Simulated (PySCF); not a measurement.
Breaking a bond: BF, singlet.

RKS-PBE = restricted PBE/cc-pVDZ (PySCF); UKS-PBE = unrestricted PBE/cc-pVDZ (PySCF); UKS-BHandHLYP = PySCF 2.14.0 with unrestricted BHandHLYP/cc-pVDZ; UCCSD(T) = PySCF with CCSD(T) on UHF/cc-pVDZ, 2 core orbitals frozen.

Energies relative to the lowest point of each curve near equilibrium, in kJ/mol; the last columns give the difference from UCCSD(T):

| R / Å | RKS-PBE | UKS-PBE | UKS-BHandHLYP | UCCSD(T) | RKS-PBE − UCCSD(T) | UKS-PBE − UCCSD(T) | UKS-BHandHLYP − UCCSD(T) |
|---|---|---|---|---|---|---|---|
| 0.96 | 547.8 | 547.8 | 511.0 | 560.2 | -12.4 | -12.4 | -49.2 |
| 1.01 | 343.1 | 343.1 | 312.4 | 351.9 | -8.8 | -8.8 | -39.5 |
| 1.07 | 180.9 | 180.9 | 157.4 | 186.3 | -5.4 | -5.4 | -28.9 |
| 1.14 | 71.0 | 71.0 | 55.7 | 73.7 | -2.7 | -2.7 | -18.0 |
| 1.19 | 28.4 | 28.4 | 18.7 | 29.8 | -1.3 | -1.3 | -11.1 |
| 1.23 | 9.5 | 9.5 | 4.1 | 10.1 | -0.6 | -0.6 | -6.0 |
| 1.26 | 2.2 | 2.2 | 0.0 | 2.5 | -0.2 | -0.2 | -2.5 |
| 1.31 | 0.0 | 0.0 | 3.0 | 0.0 | 0.0 | 0.0 | 3.0 |
| 1.35 | 5.2 | 5.2 | 12.1 | 5.3 | -0.1 | -0.1 | 6.9 |
| 1.38 | 12.1 | 12.1 | 22.0 | 12.5 | -0.4 | -0.4 | 9.6 |
| 1.48 | 48.3 | 48.3 | 67.6 | 50.4 | -2.1 | -2.1 | 17.2 |
| 1.58 | 95.9 | 95.9 | 124.1 | 101.0 | -5.1 | -5.1 | 23.1 |
| 1.71 | 164.1 | 164.1 | 202.6 | 173.9 | -9.8 | -9.8 | 28.7 |
| 1.89 | 257.8 | 257.8 | 308.8 | 274.6 | -16.8 | -16.8 | 34.2 |
| 2.06 | 339.1 | 339.1 | 400.2 | 361.9 | -22.8 | -22.8 | 38.2 |
| 2.28 | 430.1 | 430.1 | 502.6 | 467.1 | -37.0 | -37.0 | 35.4 |
| 2.52 | 510.5 | 510.5 | 574.3 | 555.5 | -45.1 | -45.1 | 18.8 |
| 2.81 | 584.5 | 583.7 | 621.7 | 633.3 | -48.8 | -49.5 | -11.6 |
| 3.09 | 637.4 | 631.7 | 648.5 | 668.3 | -30.9 | -36.7 | -19.8 |
| 3.43 | 683.0 | 668.0 | 667.1 | 682.3 | 0.7 | -14.2 | -15.2 |
| 3.75 | 712.5 | 686.4 | 676.4 | 686.6 | 25.9 | -0.3 | -10.2 |
| 4.45 | 748.8 | 705.9 | 683.7 | 689.4 | 59.4 | 16.5 | -5.7 |
| 5.07 | 762.8 | 713.0 | 684.9 | 690.0 | 72.8 | 23.0 | -5.1 |

RKS-PBE is furthest from UCCSD(T) at 5.07 (72.8 kJ/mol, above); its mean absolute difference over the points is 17.8 kJ/mol.

UKS-PBE is furthest from UCCSD(T) at 2.81 (-49.5 kJ/mol, below); its mean absolute difference over the points is 13.5 kJ/mol.

UKS-BHandHLYP is furthest from UCCSD(T) at 0.96 (-49.2 kJ/mol, below); its mean absolute difference over the points is 19.0 kJ/mol.

At the longest distance RKS-PBE, UKS-PBE leaves fractional charges on the fragments, a sign of delocalisation error or of the restricted form. The restricted form behind RKS-PBE keeps the bonding electrons paired and can't separate into open-shell fragments. The unrestricted determinant behind UKS-PBE is spin-contaminated at 2.81 to 5.07 Å (<S²> up to 0.7, against 0.00 for a pure singlet). The unrestricted determinant behind UKS-BHandHLYP is spin-contaminated at 2.28 to 5.07 Å (<S²> up to 1.0, against 0.00 for a pure singlet). The unrestricted determinant behind UCCSD(T) is spin-contaminated at 1.58 to 5.07 Å (<S²> up to 1.0, against 0.00 for a pure singlet).
